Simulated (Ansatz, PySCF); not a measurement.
Breaking the N7–H8 bond in CH6BN (SMILES CBN) (multiplicity 1 held, fragments rigid). Energies count from the point at 1.006 Å.
Geometry at that point (charge 0, multiplicity 1):
```xyz
9

B     -0.405    -0.135     0.326
H     -1.242    -0.480     1.111
C      1.108    -0.500     0.544
H      1.234    -1.586     0.608
H      1.463    -0.107     1.502
H      1.775    -0.129    -0.239
N     -0.835     0.599    -0.778
H     -1.798     0.844    -0.937
H     -0.210     0.936    -1.493
```

Restricted levels (R-, RO-) in cc, def2 and unpolarised 6-31G sets keep to the state of the molecule at rest. Unrestricted levels (U-) break spin symmetry where that is lower. Active spaces are followed from a long bond inwards. Levels need not reach the same state.

Frozen-core correlation. Rows in 6-31G* carry no dispersion term and start afresh at each structure (6-31G* with six Cartesian d functions). MP2/6-31G* freezes PySCF's default core.

The values were computed with Ansatz (Gaussian orbitals); PySCF for 6-31G* rows. Values without a source in brackets are computed.

Energies in eV.

```csv
R (Å),U-B3LYP/cc-pVTZ,R-wB97X-V/cc-pVTZ,R-MP2/6-31G*,R-MP2/cc-pVTZ,U-CCSD/cc-pVTZ,"CASSCF(2,2)/cc-pVTZ"
0.805,1.47,1.49,1.60,1.48,1.46,1.50
0.905,0.29,0.29,0.33,0.28,0.28,0.30
1.006,0.00,0.00,0.00,0.00,0.00,0.00
1.107,0.19,0.20,0.18,0.20,0.21,0.18
1.207,0.63,0.65,0.62,0.66,0.66,0.61
1.358,1.47,1.53,1.47,1.54,1.53,1.42
1.509,2.35,2.46,2.37,2.46,2.44,2.25
1.761,3.68,3.91,3.72,3.85,3.82,3.41
2.012,4.63,5.11,4.78,4.94,4.81,4.21
2.314,5.16,6.24,5.67,5.87,5.37,4.74
2.716,5.41,7.33,6.29,6.55,5.56,5.02
3.219,5.50,8.24,6.37,6.75,5.61,5.11
```

Doubts at one or more of the structures used: a spin-contaminated determinant (U-B3LYP/cc-pVTZ, U-CCSD/cc-pVTZ); a restricted determinant that unrestricted orbitals would lower (R-wB97X-V/cc-pVTZ, R-MP2/6-31G*, R-MP2/cc-pVTZ); T1 above 0.05 (U-CCSD/cc-pVTZ).

Ansatz is a program for electronic structure.
